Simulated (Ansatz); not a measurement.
```xyz
17

C     0.0024   -0.0464    0.0551
C     0.8648    0.8950    0.9287
C     0.8753   -0.9078   -0.9110
C    -0.9206    0.8358   -0.8655
C    -0.8669   -0.8404    0.8265
H     0.3066    1.5717    1.5339
H     1.5546    0.2197    1.5649
H     1.4750    1.5631    0.2723
H     0.2210   -1.5464   -1.5192
H     1.5374   -0.2343   -1.5804
H     1.4744   -1.5001   -0.2890
H    -1.4806    0.2398   -1.5557
H    -1.5821    1.5803   -0.2709
H    -0.3057    1.5599   -1.5305
H    -1.5438   -1.5879    0.3130
H    -0.2591   -1.5486    1.4945
H    -1.5452   -0.2775    1.5857
```

Basis set: 6-31G (spherical functions). Left uncorrelated: 5 orbitals. Charge 0, multiplicity 1.

Computed with Ansatz (development build ahead of 0.2.0); each method stands on the lowest determinant of its kind that the runs found. Restricted open shells among the atoms or ions are ROHF, correlated in semicanonical orbitals with singles.

(1) Give the atomization energy at this shape (free ground-state atoms in the same class of orbitals less the molecule, no zero-point energy) of singlet C₅H₁₂ by RHF-MP2, RHF.

## Answers

(1)

```tsv
method	atomization energy
RHF-MP2	1382.10 kcal/mol
RHF	1159.94 kcal/mol
```

Caution: the shape is not the minimum.

This basis has no polarisation functions and is too small for such energies, which can lie far from measured ones in either direction.
